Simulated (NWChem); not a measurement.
Isomers of C2H7BO, each optimised at PBE0/def2-SVP with NWChem, gas phase unless a solvent is named. Flexible species stand in one conformer each, which need not be the lowest.  Relative energies count from the lowest isomer at each level and are electronic, without zero-point energy, on those geometries.

A: CBOC
B: CCOB
C: CCBO
D: CB(C)O

| quantity | A | B | C | D |
|---|---|---|---|---|
| relative energy, PBE0/def2-SVP (kcal/mol) | 22.1 | 31.9 | 13.7 | 0.0 |
| relative energy, LDA (Slater exchange, VWN5)/def2-SVP (kcal/mol) | 21.7 | 31.7 | 13.6 | 0.0 |
| relative energy, M06-2X/def2-SVP (kcal/mol) | 20.7 | 29.4 | 12.7 | 0.0 |
| dipole (D), PBE0/def2-SVP | 1.10 | 1.89 | 1.97 | 1.46 |
